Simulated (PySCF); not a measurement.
Static response to an electric field

Species: C6H10N2.
Cartesian coordinates in Å at the GFN2-xTB level; atoms count from 1:
```
atom  x, y, z in Å
C1     3.470   -0.116    0.922
C2     2.818   -0.394   -0.042
C3     1.941   -0.640   -1.177
N4     0.679    0.067   -1.074
N5    -0.291   -0.613   -0.428
C6    -1.286   -0.042    0.113
C7    -1.499    1.450    0.201
C8    -2.346   -0.918    0.701
H9     4.068    0.095    1.758
H10    2.444   -0.324   -2.099
H11    1.707   -1.705   -1.238
H12    0.779    1.060   -0.864
H13   -2.365    1.672    0.818
H14   -1.659    1.873   -0.791
H15   -0.626    1.938    0.639
H16   -2.457   -0.713    1.766
H17   -3.304   -0.724    0.219
H18   -2.081   -1.962    0.564
```

Level: CAM-B3LYP/def2-SVPD (PySCF), static field, nuclei fixed, core orbitals frozen in the response. The polarisability tensor in these axes (au):

```
x   111.61  -1.52  -3.90
y    -1.52  76.14   3.17
z    -3.90   3.17  80.81
```

What are the eigenvalues, a third of the trace, and Δα (Δα² = ½Σ(αi − αj)² over the three pairs)?

Principal values 74.54, 81.83 and 112.20 au; mean 89.52 au = 13.27 Å³ = 14.76 × 10⁻⁴⁰ C²·m²/J; Δα = 34.60 au (39 % of the mean).

What is the dipole moment, and where does it point?

(-0.33, 1.72, 0.42) D, 1.80 D in size, pointing from the negative to the positive side. Measured along this direction, the outermost atoms are H11 at the negative end and H13 and H15 at the positive end.

Refractivity n − 1 of an ideal gas of it at 350 K and 1 atm, from the electronic α?

N = p/kT = 2.0968 × 10¹⁹ cm⁻³, so n − 1 = 2π × N × 13.27 × 10⁻²⁴ cm³ = 1748 × 10⁻⁶ at long wavelengths.

Orientational against electronic polarisability at 273 K (dilute gas, rigid molecules)?

In Gaussian units μ²/3kT = 28.67 Å³ against 13.27 Å³, a ratio of 2.16; the Debye molar polarisation (4π/3)N_A(α + μ²/3kT) is 105.8 cm³/mol, leaving out the vibrational part.

What are the principal values of the traceless quadrupole moment, Θ = ½Σq(3rr − r²1), about the centre of nuclear charge?

-2.44, -0.40, 2.84 D·Å. The values depend on the origin, since the dipole doesn't vanish. The electronic extent ⟨r²⟩ about the same centre is 1308 bohr², a root-mean-square distance of 2.47 Å for the 60 electrons.

Find the Langevin capture rate constant for O2+ (31.990 u) meeting this molecule (110.084 u), k = 2.342 × 10⁻⁹ cm³/s × √(α in Å³ / reduced mass in u).

The reduced mass is 24.79 u, so k = 1.71 × 10⁻⁹ cm³/s. The formula leaves out the permanent dipole, which adds to the capture rate.

Form Σ f/ω² (atomic units) for the 8 lowest TDDFT singlets, given as eV and f, and set it beside the mean polarisability, which is this sum over all singlets: 5.80, 0.0118; 6.14, 0.2077; 6.26, 0.1572; 6.45, 0.0028; 6.61, 0.0053; 6.71, 0.0036; 6.86, 0.0459; 6.88, 0.0178.

They add up to 8.51 au, 9.5 % of the 89.52 au; the largest single term is 4.08 au, from the state at 6.14 eV. Terms in order: 0.26, 4.08, 2.97, 0.05, 0.09, 0.06, 0.72, 0.28 au. Higher excitations give the rest. The strengths listed sum to 0.452.

One conformer (not necessarily the lowest) at the GFN2-xTB geometry, without solvent, vibrations or thermal averaging.
